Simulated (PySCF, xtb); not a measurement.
C3H6O3, SMILES COC(=O)OC. Atoms are numbered in the order given.

```xyz
12

C      2.3145     0.0000    -0.0182
O      1.0776     0.0000    -0.7051
C      0.0000     0.0000     0.0709
O      0.0000     0.0000     1.2732
O     -1.0776     0.0000    -0.7051
C     -2.3145     0.0000    -0.0182
H      2.4129    -0.8924     0.6176
H      3.0924     0.0000    -0.7905
H      2.4129     0.8924     0.6176
H     -3.0924     0.0000    -0.7905
H     -2.4129     0.8924     0.6176
H     -2.4129    -0.8924     0.6176
```
Charge 0, spin multiplicity 1.

The structure is a stationary point at PBE0-D3(BJ)/def2-SVP.

These are C-PCM-M06-2X/def2-SVP run with PySCF 2.14.0 values and carry that method's errors.

The values are the electrostatic part of the solvation free energy, E(continuum) − E(gas) at the gas-phase geometry, in a cavity of scaled van der Waals radii (PySCF's table); cavitation and dispersion terms are not included. In vacuum the orbital gap is 12.48 eV. The dipole moment in vacuum is 0.25 D.

**Question.** Estimate the values in water (ε = 78.36), 1-octanol (ε = 9.86), tetrahydrofuran (ε = 7.43). (An estimate is asked for; the answer gives what the named calculation found.)

**Answer.** 
```json
[
 {"solvent": "water", "ε": "78.36", "ΔG(elec) (kcal/mol)": "-5.8", "dipole (D)": "0.34", "gap (eV)": "12.51"},
 {"solvent": "1-octanol", "ε": "9.86", "ΔG(elec) (kcal/mol)": "-5.2", "dipole (D)": "0.33", "gap (eV)": "12.53"},
 {"solvent": "tetrahydrofuran", "ε": "7.43", "ΔG(elec) (kcal/mol)": "-5.0", "dipole (D)": "0.33", "gap (eV)": "12.53"}
]
```

For comparison, GFN2-xTB/ALPB(water) (xtb, at the GFN2-xTB geometry, all terms of that model) gives -4.6 kcal/mol.
